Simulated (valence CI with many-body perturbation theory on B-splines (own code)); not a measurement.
## Energy levels of Lu XXXIII

Level of theory: configuration interaction combined with many-body perturbation theory (CI+MBPT): three valence electrons over a frozen Dirac-Fock core [Kr], radial functions for each j: 9 s, 9 p, 10 d, 8 f, 5 g, 3 h, 1 i, with the one-electron correlation potential Σ1 (screened to all orders), the two-electron term Σ2, the three-electron term Σ3, Breit, model QED; selected single and double excitations, second order for the rest (own B-spline code, finite nucleus).

The last digits are not significant, and no measured levels were compared; by estimate large intervals hold to a few tenths of a per cent, small ones and those within an open d or f shell to about a per cent. Only levels of the ground parity were solved; by the run's estimate the other parity begins above the list, which can be wrong where configurations are misplaced.

Levels 1 to 19 of 19, with energies above the lowest level, (4d3/2^3) J=3/2. "Leading %" is the weight of the configuration and term that name the level; weights of strongly mixed levels are sums over their largest components and can fall short. In the jj column 3d3/2^4 stands for four electrons in 3d with j = 3/2. Lifetimes count E1, E2, E3, M1 and M2 decay at the calculated energies, and are blank where another channel may lead or the interval is too uncertain; long ones can be off by a factor of two.

| No. | Configuration | Term | J | E (cm⁻¹) | Leading % | Lifetime | Second component | Leading jj |
| --- | --- | --- | --- | --- | --- | --- | --- | --- |
| 1 | 4d3 | 4F | 3/2 | 0 | 53 |  | 34 % 4d3 2D | 4d3/2^3 (96 %) |
| 2 | 4d3 | 4F | 5/2 | 92886 | 86 | 46.6 μs | 13 % 4d3 2D | 4d3/2^2 4d5/2 (98 %) |
| 3 | 4d3 | 4P | 3/2 | 111900 | 40 | 55.0 μs | 30 % 4d3 2P | 4d3/2^2 4d5/2 (97 %) |
| 4 | 4d3 | 2G | 7/2 | 120720 | 44 | 2.76 ms | 42 % 4d3 4F | 4d3/2^2 4d5/2 (92 %) |
| 5 | 4d3 | 2G | 9/2 | 124410 | 43 | 2.42 s | 41 % 4d3 2H | 4d3/2^2 4d5/2 (98 %) |
| 6 | 4d3 | 4P | 1/2 | 126180 | 61 | 147 μs | 39 % 4d3 2P | 4d3/2^2 4d5/2 (99 %) |
| 7 | 4d3 | 4P | 5/2 | 182900 | 51 | 204 μs | 31 % 4d3 2D | 4d3/2^2 4d5/2 (85 %) |
| 8 | 4d3 | 4F | 7/2 | 213740 | 56 | 22.5 μs | 41 % 4d3 2G | 4d3/2 4d5/2^2 (95 %) |
| 9 | 4d3 | 4F | 9/2 | 225440 | 53 | 39.5 μs | 43 % 4d3 2H | 4d3/2 4d5/2^2 (94 %) |
| 10 | 4d3 | 4P | 3/2 | 238750 | 41 | 17.2 μs | 40 % 4d3 2D | 4d3/2 4d5/2^2 (99 %) |
| 11 | 4d3 | 2P | 1/2 | 246830 | 61 | 27.8 μs | 39 % 4d3 4P | 4d3/2 4d5/2^2 (99 %) |
| 12 | 4d3 | 2H | 11/2 | 253960 | 100 | 89.8 μs |  | 4d3/2 4d5/2^2 (100 %) |
| 13 | 4d3 | 2D | 5/2 | 255250 | 49 | 37.6 μs | 24 % 4d3 4P | 4d3/2 4d5/2^2 (85 %) |
| 14 | 4d3 | 2D | 5/2 | 272990 | 43 | 53.8 μs | 41 % 4d3 2F | 4d3/2 4d5/2^2 (96 %) |
| 15 | 4d3 | 2F | 7/2 | 279070 | 83 | 66.4 μs | 15 % 4d3 2G | 4d3/2 4d5/2^2 (97 %) |
| 16 | 4d3 | 2D | 3/2 | 326670 | 62 | 25.3 μs | 30 % 4d3 2P | 4d3/2 4d5/2^2 (80 %) |
| 17 | 4d3 | 2G | 9/2 | 344120 | 53 | 17.7 μs | 31 % 4d3 4F | 4d5/2^3 (96 %) |
| 18 | 4d3 | 2D | 3/2 | 386360 | 62 | 16.9 μs | 28 % 4d3 2P | 4d5/2^3 (81 %) |
| 19 | 4d3 | 2D | 5/2 | 414480 | 64 | 11.7 μs | 22 % 4d3 2F | 4d5/2^3 (92 %) |

The ionisation energy to 4d2 3F_2 of the next ion comes out as 1293.5 eV (NIST: 1292 ± 4 eV (theoretical)). All 19 levels together are meant to be complete up to 431060 cm⁻¹.
